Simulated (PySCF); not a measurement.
C2H5Ga (SMILES C=[CH][GaH2]), singlet, geometry from GFN2-xTB (such geometries of metal compounds can be far from the true shape). Base run: PySCF with BLYP/6-31G, TDA.

Input for PySCF:
```python
from pyscf import gto, scf, dft, tdscf

mol = gto.M(
    atom='''
Ga   -0.07131881    0.09029471    0.73380578
H    -0.88610036    1.44307634    0.80495467
H     0.30616078   -0.59098057    2.11237419
C     0.39341567   -0.61246005   -1.08830328
C    -0.01822282    0.11241158   -2.12443241
H     0.95009744   -1.53170901   -1.26655324
H     0.16451676   -0.15166391   -3.15808669
H    -0.57494858    1.03243207   -1.96425405
''',
    basis='6-31g',
    verbose=4,
)

mf = dft.RKS(mol)
mf.xc = 'blyp'
mf.kernel()
td = mf.TDA()
td.nstates = 5
td.kernel()
td.analyze()
```

Each row names what was changed in the base input (with any setting that the change needs).

```json
[
 {"change": "base", "first excitation (eV)": "4.38", "oscillator strength of the first": "0.000", "second (eV)": "4.74", "core-seconds (rough)": "20"},
 {"change": "guess vectors = 13 for 5 states", "first excitation (eV)": "4.38", "oscillator strength of the first": "0.000", "second (eV)": "4.74", "core-seconds (rough)": "10"},
 {"change": "functional = camb3lyp", "first excitation (eV)": "___", "oscillator strength of the first": "0.000", "second (eV)": "___", "core-seconds (rough)": "30"},
 {"change": "functional = wb97x", "first excitation (eV)": "5.05", "oscillator strength of the first": "0.000", "second (eV)": "5.45", "core-seconds (rough)": "30"},
 {"change": "conv_tol = 1e-3", "first excitation (eV)": "4.38", "oscillator strength of the first": "0.000", "second (eV)": "4.74", "core-seconds (rough)": "10"},
 {"change": "nstates = 2", "first excitation (eV)": "4.38", "oscillator strength of the first": "0.000", "second (eV)": "4.74", "core-seconds (rough)": "9"},
 {"change": "response = full linear response", "first excitation (eV)": "4.37", "oscillator strength of the first": "0.000", "second (eV)": "4.73", "core-seconds (rough)": "10"},
 {"change": "functional = hf", "first excitation (eV)": "___", "oscillator strength of the first": "0.000", "second (eV)": "___", "core-seconds (rough)": "2"},
 {"change": "functional = bhandhlyp", "first excitation (eV)": "5.21", "oscillator strength of the first": "0.000", "second (eV)": "5.61", "core-seconds (rough)": "20"},
 {"change": "functional = pbe", "first excitation (eV)": "___", "oscillator strength of the first": "0.000", "second (eV)": "___", "core-seconds (rough)": "20"},
 {"change": "states = triplets", "first excitation (eV)": "3.93", "oscillator strength of the first": "-", "second (eV)": "4.06", "core-seconds (rough)": "10"}
]
```

### Question
Complete the blanks.

### Answer

- functional = camb3lyp, first excitation (eV): 4.92
- functional = camb3lyp, second (eV): 5.33
- functional = hf, first excitation (eV): 5.96
- functional = hf, second (eV): 6.36
- functional = pbe, first excitation (eV): 4.42
- functional = pbe, second (eV): 4.75

An iterative solver can miss low states, so a row lists the states that it found.
